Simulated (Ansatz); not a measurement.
Program: Ansatz. Geometries: PBE0-D4/def2-TZVP. ΔE: electronic, gas phase. CBS: MP2 limit from def2 TZ/QZ plus the TZ coupled-cluster correction, frozen cores. This one scheme is used for every species. Functionals use def2-TZVPP. B3LYP here is the variant with VWN-RPA as its local correlation; programs differ in this. Each species was taken in one conformer, which may not be the lowest.

`CC(C)B(F)F` + H₂ → `CCB(F)F` + CH₄  (hydrogenolysis of a C–C bond)

```json
{"level": "LDA (SPW92)", "ΔE (kJ/mol)": "-68.0", "difference from CCSD(T)/CBS": "3.7"}
{"level": "PBE-D4", "ΔE (kJ/mol)": "-72.7", "difference from CCSD(T)/CBS": "-1.0"}
{"level": "revPBE-D4", "ΔE (kJ/mol)": "-66.7", "difference from CCSD(T)/CBS": "5.0"}
{"level": "r2SCAN0-D4", "ΔE (kJ/mol)": "-76.5", "difference from CCSD(T)/CBS": "-4.8"}
{"level": "ωB97M-V", "ΔE (kJ/mol)": "-73.9", "difference from CCSD(T)/CBS": "-2.2"}
{"level": "PBE-QIDH", "ΔE (kJ/mol)": "-75.7", "difference from CCSD(T)/CBS": "-4.0"}
{"level": "PBE", "ΔE (kJ/mol)": "-79.0", "difference from CCSD(T)/CBS": "-7.3"}
{"level": "revPBE", "ΔE (kJ/mol)": "-83.8", "difference from CCSD(T)/CBS": "-12.1"}
{"level": "r2SCAN", "ΔE (kJ/mol)": "-76.7", "difference from CCSD(T)/CBS": "-5.0"}
{"level": "B3LYP", "ΔE (kJ/mol)": "-87.1", "difference from CCSD(T)/CBS": "-15.4"}
{"level": "r2SCANh", "ΔE (kJ/mol)": "-77.5", "difference from CCSD(T)/CBS": "-5.8"}
{"level": "RPA@PBE/def2-TZVPP", "ΔE (kJ/mol)": "-69.2", "difference from CCSD(T)/CBS": "2.5"}
{"level": "CCSD(T)/def2-SVP", "ΔE (kJ/mol)": "-71.3", "difference from CCSD(T)/CBS": "0.4"}
{"level": "MP2/def2-TZVPP", "ΔE (kJ/mol)": "-69.2", "difference from CCSD(T)/CBS": "2.5"}
{"level": "SCS-MP2/def2-QZVPP", "ΔE (kJ/mol)": "-72.7", "difference from CCSD(T)/CBS": "-1.0"}
{"level": "CCSD/CBS(def2)", "ΔE (kJ/mol)": "-75.9", "difference from CCSD(T)/CBS": "-4.2"}
{"level": "CCSD(T)/CBS", "ΔE (kJ/mol)": "-71.7", "difference from CCSD(T)/CBS": "0"}
```

Largest T1 diagnostic among the species: 0.011.

Leaving LDA and LC-ωPBE aside and taking each functional with its dispersion term where it has one, the values, not all of them listed here, spread over 14.6 kJ/mol, from B97M-V to revPBE-D4. LDA lies +10.9 kJ/mol from PBE without D4. The D4 term adds +9.9 kJ/mol with B3LYP and +5.4 kJ/mol with PBE0; it sums over pairs of atoms, weighted by their polarisabilities, and B3LYP, whose exchange is more repulsive, gets the larger term.
